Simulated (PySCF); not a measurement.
This PySCF input asks for the NMR shieldings of `[BH3-][N@H+](C)CC`, C3H12BN; the geometry comes from GFN2-xTB.

```python
import basis_set_exchange as bse
import numpy as np
from pyscf import gto, dft
from pyscf.prop import nmr

atoms = """
B    -1.833809   -0.726037    0.356225
N    -0.400630    0.084455    0.376397
C    -0.532858    1.405169   -0.226077
C     0.668773   -0.714002   -0.222127
C     2.069412   -0.164562    0.026755
H    -2.612282   -0.021412    0.921913
H    -1.637746   -1.744431    0.947239
H    -2.109446   -0.900904   -0.788867
H    -0.205122    0.194581    1.367889
H    -1.377253    1.916974    0.228932
H    -0.741753    1.285481   -1.287606
H     0.365873    2.011960   -0.097586
H     0.589799   -1.719089    0.195722
H     0.468918   -0.783529   -1.293405
H     2.237035   -0.003477    1.090877
H     2.237466    0.772259   -0.499505
H     2.806626   -0.881407   -0.325295
"""
names = dict.fromkeys(["B", "N", "C", "H"], "pcSseg-1")
basis = {el: gto.basis.parse(bse.get_basis(n, elements=[el], fmt="nwchem")) for el, n in names.items()}
mol = gto.M(atom=atoms, basis=basis, charge=0, verbose=0)
mf = dft.RKS(mol, xc="PBE0")
mf.grids.level = 2
mf.grids.alignment = dft.numint.BLKSIZE   # the property module wants whole blocks of grid points
mf.conv_tol = 1e-9
mf.kernel()

calc = nmr.RKS(mf)   # GIAO
C = mf.mo_coeff
Co = C[:, mf.mo_occ > 0]
resp = mf.gen_response(singlet=True, hermi=2)
def vind(x):   # induced exchange potential for any number of trial vectors
    d = np.einsum("pi,xij,qj->xpq", C, 2 * x.reshape(-1, C.shape[1], Co.shape[1]), Co, optimize=True)
    return np.einsum("xpq,pi,qj->xij", resp(d - d.transpose(0, 2, 1)), C, Co, optimize=True).ravel()
mo1, _ = nmr.rhf.solve_mo1(calc, with_cphf=vind)
sigma = calc.kernel(mo1)
for i, s in enumerate(sigma):   # ppm
    w = np.linalg.eigvalsh((s + s.T) / 2)
    print("%2d %-2s iso %8.1f  s11 %8.1f  s22 %8.1f  s33 %8.1f" % (i, mol.atom_pure_symbol(i), w.mean(), *w))
```

Problem. Give the expected output.

Solution. 
```
 0 B  iso    118.1  s11     92.8  s22    105.5  s33    155.9
 1 N  iso    203.2  s11    176.2  s22    205.2  s33    228.3
 2 C  iso    147.5  s11    124.1  s22    131.9  s33    186.4
 3 C  iso    134.8  s11    109.9  s22    122.5  s33    172.0
 4 C  iso    171.6  s11    154.5  s22    173.1  s33    187.3
 5 H  iso     29.7  s11     26.6  s22     27.6  s33     35.0
 6 H  iso     29.7  s11     26.6  s22     27.5  s33     35.0
 7 H  iso     29.8  s11     26.9  s22     27.6  s33     34.9
 8 H  iso     29.6  s11     24.5  s22     25.8  s33     38.5
 9 H  iso     28.8  s11     24.3  s22     27.1  s33     35.0
10 H  iso     29.7  s11     26.7  s22     27.2  s33     35.2
11 H  iso     29.1  s11     23.9  s22     28.3  s33     35.2
12 H  iso     28.4  s11     22.4  s22     29.5  s33     33.4
13 H  iso     29.3  s11     25.1  s22     29.4  s33     33.5
14 H  iso     31.0  s11     27.0  s22     28.9  s33     37.1
15 H  iso     30.3  s11     25.8  s22     29.5  s33     35.5
16 H  iso     30.5  s11     26.1  s22     27.5  s33     37.8
```

These numbers come from an equivalent density-fitted implementation of the same equations, which agrees with the script to about 0.01 ppm for H and up to a few tenths of a ppm for heavy atoms, so last digits may differ.

Size and cost of the density-fitted run: 145 basis functions, 8.1 s wall time on 1 thread of an AMD EPYC 9R45 96-Core, shared host; peak memory 0.71 GiB.
